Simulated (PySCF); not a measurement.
C₂H₅F₃Si, SMILES [SiH2](C(F)(F)F)C, singlet at its PBE0/def2-SVP optimised geometry (Å):

```
11

Si     0.1969    -0.9710     0.0000
C     -0.5237    -1.7903    -1.5172
C     -0.3488     0.8843     0.0000
F      0.1237     1.5616     1.0555
F      0.0822     1.5200    -1.1039
F     -1.6881     1.0033     0.0207
H     -0.3126    -1.5616     1.2707
H      1.6881    -0.9710     0.0000
H     -0.1605    -1.2953    -2.4305
H     -1.6224    -1.7287    -1.5028
H     -0.2380    -2.8522    -1.5631
```

Calculation: PBE0/def2-TZVP (PySCF). Cells within 0.4 Å of a nucleus heavier than hydrogen are left out (blank, or x).

Map of the log10 of the electron density (e/bohr³), floored at −4 on the plane z = 0.0 Å:

```
|0000000000000000000000000000000|
|0000000000000000000000000000000|
|0000000000000000000000000000000|
|0000000000000111111000000000000|
|0000000011112222222100000000000|
|0000011222223333333210000000000|
|0000123344434444443321000000000|
|0001234555555555554321000000000|
|0001345677666666655432100000000|
|0002356788877777765432100000000|
|00124579xx988888765432100000000|
|00124679xxx98xxx765432100000000|
|00124679xx998xxx765432211000000|
|0012457899888xx8765443322100000|
|0002346777777888776544432210000|
|0001234566667788776655543321000|
|0000123445556777776666654321000|
|0000112334456679987777765432000|
|000001123345668xxx7788865432100|
|000000123345669xxx8788875432100|
|0000001233456679x87777765432000|
|0000001233456677776666654321000|
|0000001233455666666665544321000|
|0000001223445566555554433210000|
|0000000122344555544433322100000|
|0000000112233444433322211000000|
|0000000011223333332211100000000|
|0000000001122222221100000000000|
|0000000000011111110000000000000|
|0000000000000111000000000000000|
|0000000000000000000000000000000|
```
Scale: ten equal steps from -4.00 (start of '0') to -0.087 (end of '9'), in the order '0123456789'; x runs from -4.00 to 4.00, y from -4.00 (bottom) to 4.00 (top).
